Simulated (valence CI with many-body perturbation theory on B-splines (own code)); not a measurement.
E1 transitions of Sn37+

Method: valence CI with perturbative core correlation (CI+MBPT): three valence electrons over a frozen Dirac-Fock core [Ne], radial functions for each j: 11 s, 11 p, 10 d, 8 f, 5 g, 2 h, with the one-electron correlation potential Σ1, the two-electron term Σ2, the three-electron term Σ3, Breit, model QED; selected CI, second order for the rest, scaled by the run's own slope (own B-spline code, finite nucleus).

The last digits are not significant, and no measured levels were compared; by estimate large intervals hold to a few tenths of a per cent, small ones and those within an open d or f shell to about a per cent.

Lines 201 to 250 of 573 in falling wavelength, among levels below 1234.9 eV, chosen from the strongest by gf and those to the six lowest levels. Wavelengths and rates use the calculated energies. Electric multipoles are in the length gauge, E1 and E2 with the static RPA response of the core. Weak lines are less certain than strong ones. Lines between different terms over intervals too small for the method are left out, as are lines whose strength nearly cancels. The highest levels of a list are the least certain.

Levels are named by their leading jj configuration (3d3/2^4 stands for four electrons in 3d with j = 3/2), which in mixed levels can hold well under half, so a name can repeat and another be missing. Letters in brackets count levels of one name in rising energy.

```tsv
λ vac (nm)	Upper	Lower	A (s⁻¹)	S (a.u.) with core polarisation	S without
8.315	(3s 3p3/2 3d5/2) J=1/2	(3s 3p3/2^2) J=1/2	1.13e+11	6.44e-02	6.57e-02
8.312	(3p3/2 3d3/2 3d5/2) J=1/2 [a]	(3p3/2^2 3d3/2) J=1/2	5.78e+10	3.28e-02	3.34e-02
8.311	(3p3/2^2 3d3/2) J=3/2	(3s 3p3/2 3d5/2) J=1/2	9.71e+10	1.10e-01	1.12e-01
8.310	(3p1/2 3p3/2 3d5/2) J=5/2 [c]	(3p1/2 3p3/2^2) J=5/2	3.08e+10	5.23e-02	5.34e-02
8.289	(3p3/2 3d3/2 3d5/2) J=1/2 [a]	(3s 3d3/2 3d5/2) J=3/2 [a]	5.98e+10	3.36e-02	3.43e-02
8.279	(3p1/2 3p3/2 3d3/2) J=3/2 [b]	(3p1/2 3p3/2^2) J=3/2 [a]	2.31e+10	2.59e-02	2.64e-02
8.278	(3p3/2 3d5/2^2) J=3/2 [b]	(3s 3d5/2^2) J=1/2	6.51e+10	7.29e-02	7.44e-02
8.276	(3p3/2^2 3d5/2) J=3/2 [a]	(3s 3p3/2 3d3/2) J=3/2 [b]	8.46e+10	9.47e-02	9.66e-02
8.275	(3d3/2 3d5/2^2) J=5/2 [a]	(3p3/2 3d3/2 3d5/2) J=5/2 [a]	2.27e+10	3.80e-02	3.88e-02
8.274	(3p3/2 3d3/2 3d5/2) J=5/2 [c]	(3s 3d5/2^2) J=3/2	6.45e+10	1.08e-01	1.10e-01
8.273	(3d5/2^3) J=3/2	(3p3/2 3d3/2 3d5/2) J=3/2 [c]	2.35e+10	2.63e-02	2.68e-02
8.271	(3p1/2 3p3/2 3d5/2) J=5/2 [a]	(3p1/2 3p3/2^2) J=3/2 [a]	1.77e+10	2.96e-02	3.02e-02
8.263	(3p1/2 3d5/2^2) J=7/2	(3p1/2 3p3/2 3d5/2) J=7/2 [a]	3.83e+10	8.53e-02	8.70e-02
8.259	(3d5/2^3) J=9/2	(3p3/2 3d5/2^2) J=9/2	7.92e+10	2.20e-01	2.25e-01
8.241	(3p3/2 3d3/2 3d5/2) J=5/2 [b]	(3s 3d3/2 3d5/2) J=3/2 [b]	2.12e+10	3.51e-02	3.58e-02
8.239	(3p3/2 3d5/2^2) J=5/2 [b]	(3p3/2^2 3d5/2) J=5/2 [a]	8.19e+10	1.36e-01	1.38e-01
8.234	(3s 3d5/2^2) J=5/2	(3s 3p3/2 3d3/2) J=3/2 [b]	2.12e+10	3.50e-02	3.57e-02
8.232	(3s 3p1/2 3d5/2) J=5/2 [a]	(3s 3p1/2 3p3/2) J=3/2 [a]	5.24e+10	8.66e-02	8.84e-02
8.230	(3s 3d3/2 3d5/2) J=9/2	(3s 3p3/2 3d3/2) J=7/2	1.14e+11	3.14e-01	3.20e-01
8.228	(3p1/2 3p3/2 3d3/2) J=5/2	(3s 3p1/2 3d3/2) J=5/2	2.08e+10	3.43e-02	3.51e-02
8.228	(3d3/2^2 3d5/2) J=3/2	(3p3/2 3d3/2^2) J=3/2	5.44e+10	5.98e-02	6.10e-02
8.228	(3s 3p3/2 3d5/2) J=5/2 [b]	(3s 3p3/2^2) J=3/2	1.59e+11	2.62e-01	2.67e-01
8.223	(3p1/2 3d3/2 3d5/2) J=3/2 [b]	(3p1/2 3p3/2 3d3/2) J=3/2 [a]	2.90e+10	3.19e-02	3.25e-02
8.216	(3s 3d3/2 3d5/2) J=5/2 [a]	(3s 3p3/2 3d3/2) J=3/2 [a]	7.08e+10	1.16e-01	1.19e-01
8.213	(3p3/2 3d3/2 3d5/2) J=1/2 [b]	(3p3/2^2 3d3/2) J=3/2	1.50e+11	8.22e-02	8.39e-02
8.212	(3s 3p1/2 3d5/2) J=5/2 [b]	(3s 3p1/2 3p3/2) J=5/2	4.35e+10	7.14e-02	7.29e-02
8.200	(3d3/2 3d5/2^2) J=3/2 [b]	(3p3/2 3d3/2 3d5/2) J=5/2 [d]	1.13e+11	1.22e-01	1.25e-01
8.196	(3s 3p3/2 3d5/2) J=3/2 [a]	(3s 3p3/2^2) J=5/2	5.40e+10	5.87e-02	5.99e-02
8.194	(3p3/2 3d3/2 3d5/2) J=5/2 [d]	(3p3/2^2 3d3/2) J=7/2	6.30e+10	1.03e-01	1.05e-01
8.193	(3d3/2 3d5/2^2) J=7/2 [b]	(3p3/2 3d5/2^2) J=9/2	1.56e+10	3.39e-02	3.46e-02
8.189	(3p3/2 3d5/2^2) J=5/2 [a]	(3s 3d3/2 3d5/2) J=5/2 [b]	4.85e+10	7.88e-02	8.05e-02
8.182	(3p1/2 3d5/2^2) J=3/2	(3p1/2 3p3/2 3d5/2) J=3/2 [a]	3.26e+10	3.53e-02	3.59e-02
8.182	(3p1/2 3p3/2 3d5/2) J=3/2 [b]	(3p1/2 3p3/2^2) J=5/2	4.49e+10	4.86e-02	4.96e-02
8.165	(3p3/2 3d5/2^2) J=1/2	(3p3/2^2 3d5/2) J=3/2 [a]	4.54e+10	2.44e-02	2.49e-02
8.159	(3d3/2 3d5/2^2) J=7/2 [a]	(3p3/2 3d3/2 3d5/2) J=7/2 [b]	1.36e+10	2.92e-02	2.98e-02
8.152	(3p3/2 3d3/2 3d5/2) J=3/2 [a]	(3s 3d3/2^2) J=1/2	4.33e+10	4.63e-02	4.73e-02
8.151	(3p3/2^2 3d5/2) J=7/2	(3s 3p3/2 3d3/2) J=7/2	4.25e+10	9.08e-02	9.28e-02
8.150	(3p3/2 3d3/2 3d5/2) J=5/2 [c]	(3s 3d5/2^2) J=5/2	5.30e+10	8.50e-02	8.68e-02
8.146	(3s 3p1/2 3d3/2) J=1/2	(3s 3p1/2 3p3/2) J=3/2 [a]	3.06e+09	1.64e-03	1.67e-03
8.144	(3p1/2 3d5/2^2) J=1/2	(3p1/2 3p3/2 3d5/2) J=3/2 [b]	1.11e+11	5.92e-02	6.03e-02
8.141	(3p3/2 3d3/2 3d5/2) J=7/2 [c]	(3p3/2^2 3d5/2) J=7/2	5.40e+10	1.15e-01	1.17e-01
8.124	(3d3/2 3d5/2^2) J=3/2 [a]	(3p3/2 3d3/2 3d5/2) J=3/2 [a]	3.89e+10	4.12e-02	4.20e-02
8.123	(3s 3p1/2 3d3/2) J=3/2 [b]	(3s 3p1/2 3p3/2) J=3/2 [a]	7.58e+09	8.02e-03	8.17e-03
8.118	(3p3/2 3d3/2 3d5/2) J=3/2 [b]	(3s 3d3/2 3d5/2) J=3/2 [b]	6.41e+10	6.77e-02	6.91e-02
8.118	(3p1/2 3p3/2 3d5/2) J=7/2 [a]	(3s 3p1/2 3d5/2) J=5/2 [a]	6.46e+10	1.36e-01	1.39e-01
8.115	(3s 3d3/2 3d5/2) J=3/2 [a]	(3s 3p3/2 3d3/2) J=1/2 [a]	5.72e+10	6.03e-02	6.16e-02
8.105	(3p1/2 3p3/2 3d5/2) J=5/2 [b]	(3s 3p1/2 3d5/2) J=5/2 [b]	7.05e+10	1.11e-01	1.13e-01
8.098	(3p1/2 3p3/2 3d5/2) J=9/2	(3s 3p1/2 3d5/2) J=7/2	4.78e+10	1.25e-01	1.28e-01
8.094	(3p3/2^2 3d3/2) J=1/2	(3s 3p3/2 3d3/2) J=1/2 [a]	4.60e+10	2.40e-02	2.46e-02
8.090	(3p3/2 3d5/2^2) J=9/2	(3s 3d5/2^2) J=9/2	1.18e+11	3.09e-01	3.15e-01
```
